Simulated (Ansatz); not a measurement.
A structure relaxed at PBE0-D4/def2-SVP in Ansatz, charge 1, singlet:

```tsv
atom	x (Å)	y (Å)	z (Å)
N1	0.756	1.330	0.374
B2	0.440	-0.218	1.339
B3	1.798	0.516	0.925
B4	-1.538	0.306	-0.800
B5	-0.429	1.322	-0.240
B6	0.002	-0.907	-0.994
B7	1.344	-0.240	-0.408
B8	-0.819	-0.886	0.593
B9	-1.555	-1.224	-0.790
```

**Question.** Give its formula and point group.

**Answer.** B8N⁺. Point group Cs (tolerance 0.1 Å).

**Question.** Summarise the bond lengths by kind (pairs closer than 1.2 times the sum of covalent radii, bridged metal pairs left out).

**Answer.** 12 × B–B 1.53 to 1.97 Å; 4 × B–N 1.33 to 1.85 Å.

The restricted singlet is unstable towards broken spin symmetry in Hartree–Fock (as tested in another run); at PBE0-D4/def2-SVP this wasn't settled. Another isomer (singlet) lies 2.51 eV lower at PBE0-D4/def2-TZVP; other spin states weren't run for this one.
